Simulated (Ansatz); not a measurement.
Reaction (isomerisation): `OC(O)[SiH2][SiH3]` → `OC[SiH2][SiH2]O`

Calculated with Ansatz (gas phase, PBE0-D4/def2-TZVP geometries, no zero-point term in ΔE). CBS: MP2 limit from def2 TZ/QZ plus the TZ coupled-cluster correction, frozen cores. Functionals use def2-TZVPP. Each species was taken in one conformer, which may not be the lowest.

`OC(O)[SiH2][SiH3]`:

Cartesian coordinates in Å:
```
O 1.407 -1.080 -0.771
C 0.951 -0.736 0.517
O 2.008 -0.503 1.407
Si -0.148 0.834 0.490
Si -1.969 0.466 -0.932
H 1.904 -0.333 -1.121
H 0.359 -1.607 0.829
H 2.520 -1.316 1.488
H 0.697 1.943 -0.040
H -0.606 1.180 1.862
H -2.909 1.618 -0.876
H -2.704 -0.760 -0.516
H -1.510 0.294 -2.336
```

`OC[SiH2][SiH2]O`:

```xyz
13

O    -1.136    2.538    0.359
C    -1.065    1.175   -0.023
Si    0.502    0.405    0.707
Si    0.693   -1.826   -0.004
O     0.847   -1.936   -1.651
H    -1.937    2.920   -0.009
H    -1.933    0.603    0.337
H    -1.037    1.056   -1.116
H     0.459    0.461    2.195
H     1.694    1.171    0.242
H    -0.534   -2.598    0.320
H     1.847   -2.471    0.691
H     1.600   -1.498   -2.049
```

```json
{"level": "ωB97M-V", "ΔE (kJ/mol)": "-124.1"}
{"level": "CCSD(T)/def2-TZVPP", "ΔE (kJ/mol)": "-124.4"}
```

**Question.** What does CCSD(T)/CBS give? (An estimate is asked.)

**Answer.** The calculation gave: -129.6 kJ/mol. The listed levels differ from it by 5.5, 5.2 kJ/mol.

Largest T1 diagnostic among the species: 0.013.

In def2-TZVPP, CCSD(T) changes the Hartree–Fock value by +11.3 kJ/mol (the triples alone add +3.0 kJ/mol) and MP2 by +3.1 kJ/mol. From PBE to PBE0 (25 % exact exchange), in def2-TZVPP and without D4, ΔE moves by −6.2 kJ/mol.
